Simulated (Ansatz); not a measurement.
`[CH3][SnH2][C]#N`, charge 0, multiplicity 1.

(1) Give a relaxed structure at PBE0-D4/def2-TZVP (Ansatz 0.2.0). (Estimate.)

Answers

(1) The calculation gave: 
Cartesian coordinates in Å:
```
C 0.560 0.809 1.049
Sn -0.735 0.051 -0.458
C 0.219 -1.676 -1.236
N 0.760 -2.610 -1.639
H 0.131 1.710 1.488
H 0.693 0.057 1.827
H 1.528 1.047 0.610
H -0.925 1.100 -1.782
H -2.233 -0.488 0.140
```
Point group Cs.
This is one stationary point; other conformers may exist.
